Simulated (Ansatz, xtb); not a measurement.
C4H7NSSi: which of two isomers lies lower

We compare a, `Cc1ncsc1[SiH3]`, a singlet, with b, `Cc1ncc([SiH3])s1`, a singlet. Both are isolated molecules in the gas phase, relaxed with B3LYP/def2-SVP.

Quicker runs give these differences E(b) − E(a): GFN2-xTB −4.44 kJ/mol; HF/STO-3G −7.82 kJ/mol (at GFN2-xTB geometries); r2SCAN-D4/def2-SVP −9.44 kJ/mol (at GFN2-xTB geometries).

Estimate E(b) − E(a) at the level CCSD(T)/def2-SVP + ΔMP2/def2-TZVPP.

Too close to call at this level: CCSD(T)/def2-SVP + ΔMP2/def2-TZVPP gives E(b) − E(a) = −2.94 kJ/mol.

The same difference at several levels:

```tsv
level	geometry	E(b) − E(a) (kJ/mol)	departure from the last row (kJ/mol)	job, with rough time for the two
GFN2-xTB	GFN2-xTB	−4.44	−1.51	optimisation, 0.55 s
HF/STO-3G	GFN2-xTB	−7.82	−4.88	single point, 2 s
r2SCAN-D4/def2-SVP	GFN2-xTB	−9.44	−6.51	single point, 14 s
B3LYP/def2-SVP	B3LYP/def2-SVP	−7.37	−4.43	optimisation, 12 min
HF/def2-SVP	B3LYP/def2-SVP	−9.00	−6.06	part of the CCSD(T) run
MP2/def2-SVP	B3LYP/def2-SVP	−4.20	−1.26	part of the CCSD(T) run
CCSD(T)/def2-SVP	B3LYP/def2-SVP	−4.72	−1.78	single point
CCSD(T)/def2-SVP + ΔMP2/def2-TZVPP	B3LYP/def2-SVP	−2.94		single point, 4.2 min
```

As drawn, both hold the same kinds of bond in the same numbers.

The largest departure from CCSD(T)/def2-SVP + ΔMP2/def2-TZVPP is that of r2SCAN-D4/def2-SVP, 6.51 kJ/mol. The last row adds to CCSD(T) the change of the MP2 difference between the two basis sets, here +1.78 kJ/mol.

With thermal terms from frequencies at re-optimised GFN2-xTB minima (ideal gas, soft modes damped towards free rotors, one conformer each, 298.15 K, 1 atm): on the last row, ΔE + ΔZPE = −3.03, ΔH = −2.95, ΔG = −3.38 kJ/mol.

The correlated steps freeze 15 core orbitals. Programs: Ansatz 0.2.0, xtb 6.7.1; the last row on 2 threads of AMD EPYC (Zen 3) on a shared host.
